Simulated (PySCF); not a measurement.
C₅H₇FOSi₂.
Atom-mapped SMILES: `[O:1]=[CH:2][C:3]#[C:4][Si@H:5]1[CH2:6][Si@@H:7]([F:8])[CH2:9]1`

Probes without a nucleus sit at each ring's centroid and 1 Å off its mean plane on both sides; NICS is minus the shielding there, NICSzz its component along the normal. Level: GIAO PBE0/pcSseg-1 (PySCF, non-relativistic, gas phase) on the GFN2-xTB geometry, one conformer.

Ring bond lengths (Å), with Mayer bond orders in brackets: Si5–C6 1.924 (0.91), C6–Si7 1.912 (0.89), Si7–C9 1.911 (0.89), C9–Si5 1.924 (0.91).

Question: What do the NICS probes read (ppm)?

Answer: 
```
         ring                                                type  NICS(0)  NICS(1), two faces  NICS(1)zz, two faces  rms pucker (Å)  centre to ring atoms, mean (Å)
Si5–C6–Si7–C9  4-membered ring with 2 Si; formal bonds all single      1.3         -2.0 / -0.2             3.1 / 5.8            0.04                            1.36
```

Question: What do they say, and how far can they be read as aromaticity?

Answer: 
- Si5–C6–Si7–C9: mean NICS(1)zz 4.5 ppm, deshielded. Si5, C6, Si7, C9 have four or more neighbours; no verdict on aromaticity is drawn.

Question: What is the mean of the two in-plane components of NICS at the second NICS(1) probe listed for ring Si5–C6–Si7–C9, 1 Å off the ring?

Answer: The isotropic value is a third of the trace: (3 × -0.2 − (5.8))/2 = -3.2 ppm.

Question: What are the shieldings of the ring atoms and their hydrogens in the same run (means over atoms taken as equivalent)?

Answer: 
```
       atoms                  environment  σ isotropic (ppm)  principal values of the symmetric part, first atom (ppm)
         Si5                  SiH silicon              391.7                                       364.3, 396.7, 414.1
     C6 (×2)  sp3 carbon bound to silicon              173.5                                       150.5, 181.2, 189.3
         Si7       fluorine-bound silicon              320.5                                       279.5, 310.4, 371.5
    H on Si5                Si–H hydrogen              26.52                                          23.0, 24.7, 31.9
H on C6 (×2)           methylene hydrogen              30.47                                          26.6, 27.8, 37.0
H on C6 (×2)           methylene hydrogen              30.76                                          26.8, 28.1, 37.4
    H on Si7                Si–H hydrogen              25.87                                          22.1, 24.0, 31.5
```

On an Arm Neoverse V1 with one thread, shared host with 32 logical CPUs at a one-minute load of 30, this took 41 s and 0.90 GiB of memory at its peak. This is the whole shielding run at PBE0/pcSseg-1, SCF included.
